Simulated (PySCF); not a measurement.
C3H11NS2Si2.
Z-matrix (Å and degrees, GFN2-xTB geometry), rows numbered from 1:
```
C 
S   1  1.8144
Si  2  2.1724  1   99.86
N   3  1.7176  2  116.27  1   -73.11
C   4  1.4566  3  120.82  2  -104.39
C   5  1.5280  4  110.64  3   -37.94
Si  6  1.9112  5  108.53  4    43.33
S   7  2.1587  3  115.90  2    14.45
H   1  1.0857  2  109.67  3    70.52
H   1  1.0848  2  106.97  3  -170.33
H   1  1.0856  2  109.65  3   -51.02
H   3  1.4617  2  104.45  1    43.74
H   4  1.0078  3  123.09  2    52.70
H   5  1.0948  4  108.34  3  -158.61
H   5  1.0996  4  110.80  3    83.58
H   6  1.0886  5  109.35  4   168.73
H   6  1.0904  5  108.92  4   -74.23
H   7  1.4592  3  120.94  2  -115.50
H   8  1.3239  7   96.44  3    -8.81
```

Probes without a nucleus sit at each ring's centroid and 1 Å off its mean plane on both sides; NICS is minus the shielding there, NICSzz its component along the normal. Level: GIAO PBE0/pcSseg-1 (PySCF, non-relativistic, gas phase) on the GFN2-xTB geometry, one conformer.

Ring bond lengths (Å), with Mayer bond orders in brackets: Si3–N4 1.718 (1.04), N4–C5 1.457 (0.96), C5–C6 1.528 (1.03), C6–Si7 1.911 (0.89), Si7–Si3 2.291 (0.93).

**Question.** Give the NICS values of each ring in ppm.

**Answer.** 
| ring | type | NICS(0) | NICS(1), two faces | NICS(1)zz, two faces | rms pucker (Å) | centre to ring atoms, mean (Å) |
| --- | --- | --- | --- | --- | --- | --- |
| Si3–N4–C5–C6–Si7 | 5-membered ring with N and 2 Si; formal bonds all single | -5.2 | -4.2 / -2.4 | -2.8 / 0.1 | 0.17 | 1.48 |

**Question.** What can be read from them?

**Answer.** 
- Si3–N4–C5–C6–Si7: mean NICS(1)zz -1.3 ppm, near zero. Si3, C5, C6, Si7 have four or more neighbours, so the value isn't read as a sign of a π ring current.

**Question.** What are the shieldings of the ring atoms and their hydrogens in the same run (means over atoms taken as equivalent)?

**Answer.** 
```tsv
atoms	environment	σ isotropic (ppm)	principal values of the symmetric part, first atom (ppm)
Si3	SiH silicon	360.8	292.9, 388.5, 400.9
N4	silicon-bound nitrogen	209.0	184.9, 202.3, 239.8
C5	sp3 carbon bound to nitrogen	142.1	116.8, 136.5, 172.9
C6	sp3 carbon bound to silicon	162.8	157.2, 163.1, 168.2
Si7	SiH silicon	375.4	312.1, 405.0, 409.0
H12	Si–H hydrogen	26.31	21.5, 25.7, 31.8
H13	N–H hydrogen	30.36	21.0, 29.6, 40.5
H14	methylene hydrogen	28.29	22.0, 27.2, 35.7
H15	methylene hydrogen	28.28	23.9, 26.6, 34.3
H16	methylene hydrogen	30.45	25.9, 27.9, 37.5
H17	methylene hydrogen	30.75	25.7, 28.1, 38.5
H18	Si–H hydrogen	26.82	21.9, 25.2, 33.4
```
